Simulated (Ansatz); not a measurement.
Harmonic frequencies (cm⁻¹) at PBE0-D4/def2-TZVP from Ansatz: 46, 89, 129, 275, 283, 386, 462, 464, 532, 620, 626, 733, 843, 872, 932, 984, 1017, 1200, 1290, 1361, 1368, 1396, 1447, 1461, 3032, 3091, 3130, 3838, 3844, 3846.

Each molecule was computed in one conformer, which needn't be the lowest.

**Question.** Which molecule is it?
A. `NB[SiH2]N`
B. `NC1OCO1`
C. `CB(O)B(O)O`
D. `C/N=C(/C)F`

**Answer.** C.
